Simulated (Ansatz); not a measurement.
Mulliken charges of `[F][GeH]1[CH2]C[O]1` from B3LYP/def2-TZVPP in Ansatz (PBE0-D4/def2-TZVP geometry).

```
atom   x (Å)   y (Å)   z (Å)  charge (e)
  F1  -2.067   0.651   1.401      -0.377
 Ge2  -1.264   0.221  -0.078       0.717
  C3   0.619   0.711  -0.135      -0.360
  C4   0.864  -0.801   0.056       0.088
  O5  -0.460  -1.371   0.064      -0.443
  H6  -2.351   0.343  -1.151      -0.010
  H7   0.978   1.118  -1.080       0.116
  H8   0.950   1.341   0.688       0.122
  H9   1.369  -1.025   1.000       0.074
 H10   1.445  -1.238  -0.762       0.072
```

Task: By hand: the dipole of these point charges (1 e Å = 4.8032 D).

Result: Σ q r = (0.388, 0.319, -0.570) e Å, of length 0.760 e Å = 3.65 D.

Task: How does the dipole of the full density compare? (An estimate is asked.)

Result: Computed: (0.355, 0.317, -0.411) e Å, 3.02 D; the point charges give 1.21 times that, at 8° from its direction.

Point charges leave out the atoms' own dipoles, such as those of lone pairs, and Mulliken's split depends on the basis, so the two needn't agree.

B3LYP here is the variant with VWN-RPA as its local correlation; programs differ in this.
